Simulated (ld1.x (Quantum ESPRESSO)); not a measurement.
**What the settings do to the TM potential of ruthenium (Ru)**

Base potential:

```json
{
 "Element": "ruthenium",
 "Generator": "ld1.x (Quantum ESPRESSO) 7.5",
 "Type": "norm-conserving Troullier–Martins (Kleinman–Bylander form)",
 "Functional": "LDA (PZ)",
 "Relativity": "scalar-relativistic",
 "Frozen core": "[Kr]",
 "Valence charge": "8",
 "Reference configuration": "4d6.5 5s0 5p0 (charge +1.5)",
 "Partial waves": "5s (bound, empty): rc 2.60 bohr; 5p (bound, empty): rc 2.65 bohr; 4d (bound): rc 1.45 bohr",
 "Local potential": "all-electron potential smoothed inside 2.15 bohr (lloc = -2)",
 "Core correction": "Bessel-smoothed model core inside 0.70 bohr"
}
```

Cutoffs, loose and tight: the cutoffs (Ry, on a coarse ladder) from which the occupation-weighted sum of valence levels, in a spherical-Bessel basis at the reference potential, stays within 10 and 1 mRy of its value at 400 Ry. They do not see the model core or the augmentation charge, which bear on the density cutoff. Test errors are all-electron minus pseudo excitation energies from the reference, over the configurations 4d7 5s1 5p0; 4d7 5s0 5p0; 4d6 5s0 5p0; 4d6 5s1 5p1; 4d4 5s0 5p0; 4d6 5s2 5p0; 4d8 5s0 5p0 (two spin-polarised tests are not counted in the largest error). A dash means not determined; rows that change the core or the reference have their own tests.

```csv
change,outcome,"cutoff, loose","cutoff, tight",bound ghosts,largest test error (meV)
base,generated,55 Ry,70 Ry,none,-1115
wave 4d (bound): rc 1.45 bohr becomes 4d (bound): rc 1.22 bohr,generated,70 Ry,90 Ry,none,-1118
wave 4d (bound): rc 1.45 bohr becomes 4d (bound): rc 1.40 bohr,generated,55 Ry,70 Ry,none,-1116
wave 4d (bound): rc 1.45 bohr becomes 4d (bound): rc 1.86 bohr,generated,50 Ry,55 Ry,none,-1090
```

Problem. What comes out with this change to the base: wave 4d (bound): rc 1.45 bohr becomes 4d (bound): rc 0.94 bohr?

Solution. outcome: generated; cutoff, loose: 180 Ry; cutoff, tight: 260 Ry; bound ghosts: none; largest test error (meV): -1121.

Problem. What comes out with this change to the base: wave 4d (bound): rc 1.45 bohr becomes 4d (bound): rc 2.18 bohr?

Solution. outcome: generated; cutoff, loose: 40 Ry; cutoff, tight: 50 Ry; bound ghosts: none; largest test error (meV): -988.

Problem. What comes out with this change to the base: wave 4d (bound): rc 1.45 bohr becomes 4d (bound): rc 1.64 bohr?

Solution. outcome: generated; cutoff, loose: 50 Ry; cutoff, tight: 70 Ry; bound ghosts: none; largest test error (meV): -1110.

Reading the sweep of the d radius (base included, trends over the rows without a ghost): The loose cutoff falls from 180 Ry at 0.94 to 40 Ry at 2.18 bohr. A larger radius leaves more room for a smooth pseudo-wave, so fewer plane waves are needed; a smaller one forces it to follow the all-electron wave where it bends sharply. The median size of the test errors (rows with all tests solved) stays near 71.0 meV.
